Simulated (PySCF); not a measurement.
A calculated (LDA, PySCF 2.14, ANO-RCC-VTZP, scalar relativity by spin-free X2C-1e) atom or ion has these occupied shells.

```
shell  electrons  orbital energy (eV)  rms radius, mean of both spins (bohr)
 1s α          1             -55298.0                                 0.0236
 1s β          1             -55297.9                                 0.0236
 2s α          1              -9272.9                                 0.0953
 2s β          1              -9272.7                                 0.0953
 2p α          3              -8241.9                                 0.0858
 2p β          3              -8241.8                                 0.0858
 3s α          1              -2091.9                                  0.246
 3s β          1              -2090.1                                  0.246
 3p α          3              -1775.1                                  0.246
 3p β          3              -1773.4                                  0.246
 3d α          5              -1362.7                                  0.225
 3d β          5              -1361.3                                  0.225
 4s α          1              -433.78                                  0.552
 4s β          1              -430.09                                  0.552
 4p α          3              -328.82                                  0.586
 4p β          3              -325.19                                  0.586
 4d α          5              -184.70                                  0.642
 4d β          5              -181.16                                  0.642
 5s α          1              -72.550                                   1.33
 5s β          1              -70.817                                   1.33
 5p α          3              -47.067                                   1.56
 5p β          3              -45.702                                   1.56
 4f α          7              -28.320                                  0.905
 4f β          3              -25.416                                  0.905
 6s α          1              -17.553                                   3.57
```

**Question.** Name the element and its charge.

**Answer.** Ho²⁺ (holmium, charge +2), in [Xe] 4f10 6s1, one real determinant (an excited configuration).
